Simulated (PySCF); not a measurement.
## Correlation energy of Sb²⁺ (antimony, charge +2)

[Kr] 4d10 5s2 5p1, 2P determinant. All numbers are calculated (PySCF 2.14, scalar relativity through the core potential, in aug-cc-pVQZ-PP with ECP28MDF). Frozen: 4s2 4p6 4d10; 3 electrons correlated.

MP2 pair energies summed by pair of shells (mhartree):

| pair | energy | share (%) |
| --- | --- | --- |
| 5s-5s | -20.22 | 55.0 |
| 5s-5p | -16.55 | 45.0 |

Total MP2 correlation energy: -36.77 mhartree.

Same-spin part -2.39 and opposite-spin part -34.38 mhartree; SCS-MP2 scales them by 1/3 and 6/5 to -42.06 mhartree.
